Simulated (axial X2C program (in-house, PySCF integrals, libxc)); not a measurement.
How long does AlAu⁺ take?

A bond scan computed with an in-house relativistic program for diatomic molecules. Basis: Au dyall-cv3z [13s14p9d6f4g], Al dyall-v3z [8s8p2d1f] (cores contracted in-house).

Input file and command:
```json
{"zs": [79, 13], "q": 1, "bas": ["dyall-cv3z", "dyall-v3z"], "levels": ["PBE0", "HF", "TPSS"], "cc": true, "r0": 2.5, "thr": -2.0, "nmax": 90, "npts": 10, "nst": 2, "ntry": 6}
```
```bash
python so2c.py task.json out
```

Keys: zs atomic numbers; q charge; bas basis sets; levels methods; cc coupled cluster on or off; r0 starting distance in Å; thr threshold in hartree for freezing inner shells (an s shell follows its p shell); nmax most natural virtual spinors; npts points on the curve; nst determinants followed; ntry starts of the search. HF also brings MP2.

Hardware: 1 thread of Arm Neoverse V1, with other jobs on the host.

Wall time of one point of each curve, integrals apart:

| Hamiltonian | level | points | seconds a point |
| --- | --- | --- | --- |
| spin-free | PBE0 | 6 | 2.7 |
| spin-free | HF | 6 | 2 |
| spin-free | CCSD(T) (13 electrons, 89 virtuals) | 6 | 7.2 |
| spin-free | TPSS | 6 | 2.8 |
| 2c | PBE0 | 6 | 4.5 |
| 2c | HF | 6 | 4.1 |
| 2c | CCSD(T) (13 electrons, 90 virtuals) | 6 | 9.2 |
| 2c | TPSS | 6 | 3.3 |

The rest:

Search with its distance optimisation 69 s, atoms 24 s, whole task 280 s. Coupled cluster runs on the points near the minimum only. The program drops outer points, and coupled cluster, when its time limit (not in the input) nears; MP2, further determinants and curves that did not converge are not in the table.
